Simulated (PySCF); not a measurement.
# Electronic structure of Ta (tantalum, neutral) at the UHF level

Configuration: [Xe] 4f14 5d3 6s1 6p1, one real determinant (an excited configuration). Computed with PySCF 2.14 in ANO-RCC-VTZP, with the spin-free X2C one-electron Hamiltonian (Gaussian nucleus).

```json
{
 "Total energy": "-15599.413179 hartree",
 "One-electron energy": "-21416.7656 hartree",
 "Hartree (Coulomb) energy": "6133.3926 hartree",
 "Exchange energy": "-316.0403 hartree",
 "⟨S²⟩": "8.7563",
 "⟨L²⟩": "13.975",
 "Sum of ⟨r⟩": "45.68 bohr",
 "Sum of ⟨r²⟩": "73.57 bohr²",
 "Traceless quadrupole moment −½Σ⟨3z² − r²⟩ along its main axis": "-8.05 e·bohr²",
 "Langevin diamagnetic susceptibility": "-58.3 ×10⁻⁶ cm³/mol"
}
```

| shell | electrons | mean orbital energy (hartree) | spread (hartree) | rms radius, mean of both spins (bohr) |
| --- | --- | --- | --- | --- |
| 1s α | 1 | -2490.02061 | 0 | 0.0211 |
| 1s β | 1 | -2490.01976 | 0 | 0.0211 |
| 2s α | 1 | -432.93891 | 0 | 0.0853 |
| 2s β | 1 | -432.93085 | 0 | 0.0853 |
| 2p α | 3 | -380.41069 | 0.00063 | 0.0775 |
| 2p β | 3 | -380.40314 | 0.00086 | 0.0775 |
| 3s α | 1 | -101.42794 | 0 | 0.218 |
| 3s β | 1 | -101.42654 | 0 | 0.218 |
| 3p α | 3 | -85.44997 | 0.00022 | 0.220 |
| 3p β | 3 | -85.44941 | 0.00151 | 0.220 |
| 3d α | 5 | -66.18852 | 0.00710 | 0.201 |
| 3d β | 5 | -66.18434 | 0.00265 | 0.201 |
| 4s α | 1 | -21.85296 | 0 | 0.488 |
| 4s β | 1 | -21.84379 | 0 | 0.488 |
| 4p α | 3 | -16.49418 | 0.00013 | 0.519 |
| 4p β | 3 | -16.48647 | 0.00334 | 0.519 |
| 4d α | 5 | -9.39720 | 0.01789 | 0.564 |
| 4d β | 5 | -9.38529 | 0.00848 | 0.564 |
| 5s α | 1 | -3.26464 | 0 | 1.19 |
| 5s β | 1 | -3.15927 | 0 | 1.19 |
| 5p α | 3 | -1.87352 | 0.00236 | 1.39 |
| 5p β | 3 | -1.71587 | 0.01609 | 1.39 |
| 4f α | 7 | -1.50236 | 0.00529 | 0.703 |
| 4f β | 7 | -1.49257 | 0.01032 | 0.703 |
| 5d α | 3 | -0.35506 | 0.00761 | 2.37 |
| 6s α | 1 | -0.34987 | 0 | 3.57 |
| 6p α | 1 | -0.16930 | 0 | 4.07 |

⟨L²⟩ = 13.97 against 20 for a pure G term, so this real determinant mixes terms. Spin-orbit coupling, absent here, splits the open shell strongly.

Densities and radii are taken from the X2C orbitals without a picture-change correction, which distorts them close to the nucleus.

Spin-orbit constants ζ (cm⁻¹) from the X2C one-electron operator on these orbitals: bare nucleus, nucleus screened by l(l+1)(2l+1)/3 electrons, and screened by the Breit-Pauli mean field of the electrons.

| shell | bare | screened nucleus | mean field |
| --- | --- | --- | --- |
| 2p | 6466000 | 6289000 | n/a |
| 3p | 1407000 | 1368000 | n/a |
| 3d | 219000 | 189000 | n/a |
| 4p | 317900 | 309200 | n/a |
| 4d | 42500 | 36670 | n/a |
| 4f | 7239 | 4462 | n/a |
| 5p | 40240 | 39140 | n/a |
| 5d | 2255 | 1946 | n/a |
| 6p | 3948 | 3840 | n/a |

To first order the Landé constant is A = 483.9 cm⁻¹, so the lowest level has J = 3/2 and lies 0.750 eV below the centre of the term. This holds in LS coupling only.
